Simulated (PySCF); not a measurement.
**LaH3(H2O) at several levels of theory**

Computed with PySCF 2.14.0 (density fitting, no spin-orbit coupling) at the geometry relaxed with BP86:

```xyz
7
LaH3(H2O) (singlet)
La    0.2319   -0.2207    0.2207
H     1.3786    1.1685    1.3947
H    -1.1573   -1.3787    1.3787
H     1.3786   -1.3947   -1.1685
O    -1.2743    1.2611   -1.2611
H    -1.6041    2.1587   -1.0566
H    -1.6041    1.0566   -2.1587
```

```json
{"level": "BP86", "basis": "La lcecp-1-SVP with ECP46, H def2-SVP, O def2-SVP", "state": "singlet", "HOMO (eV)": "-5.07", "gap (eV)": "3.23", "charge on La1 (e)": "0.55", "population of f-type functions on La1 (polarisation alone where 4f lies in the core)": "0.03", "dipole about the centre of mass (D)": "7.56", "largest force component (eV/Å)": "0.01"}
{"level": "BP86", "basis": "La lcecp-1-TZVP with ECP46, H def2-TZVP, O def2-TZVP", "state": "singlet", "HOMO (eV)": "-5.12", "gap (eV)": "2.97", "charge on La1 (e)": "0.84", "population of f-type functions on La1 (polarisation alone where 4f lies in the core)": "0.04", "dipole about the centre of mass (D)": "7.45", "largest force component (eV/Å)": "0.24"}
{"level": "BP86", "basis": "La x2c-SVPall, H x2c-SVPall, O x2c-SVPall", "state": "singlet", "HOMO (eV)": "-5.09", "gap (eV)": "3.25", "charge on La1 (e)": "0.47", "population of f-type functions on La1 (polarisation alone where 4f lies in the core)": "0.08", "dipole about the centre of mass (D)": "7.53", "largest force component (eV/Å)": "0.10"}
```

In the lcecp rows the 4f levels are missing from HOMO and gap, and the state counts the valence alone.

Charges are Mulliken's, which hang on the basis. The relaxation used the grid (50, 194), these runs (75, 302) or, all-electron (x2c bases, spin-free X2C Hamiltonian), (99, 590).

Question: Order these levels, in the first row's basis, by the HOMO–LUMO gap they give here, smallest first.
A. CAM-B3LYP
B. TPSS
C. M06-L
D. HF

Answer: B (3.38 eV), C (3.86 eV), A (7.00 eV), D (10.05 eV).

Question: And their other results?

Answer: 
```tsv
level	state	HOMO (eV)	gap (eV)	charge on La1 (e)	population of f-type functions on La1 (polarisation alone where 4f lies in the core)	dipole about the centre of mass (D)	largest force component (eV/Å)
TPSS	singlet	-5.14	3.38	0.75	0.03	7.70	0.09
M06-L	singlet	-5.21	3.86	0.95	0.03	7.68	0.56
HF	singlet	-8.94	10.05	1.10	0.03	8.29	1.37
CAM-B3LYP	singlet	-7.47	7.00	0.69	0.03	7.95	0.42
```

In the first row's basis the gap widens with exact exchange: 3.2 to 3.9 eV for BP86, TPSS, M06-L (none); 7.0 to 10.0 eV for CAM-B3LYP, Hartree–Fock (rising or full at long range).

A frequency check found unstable modes (1, the lowest at -35 cm⁻¹), so the relaxed geometry is a saddle point, or these are noise.
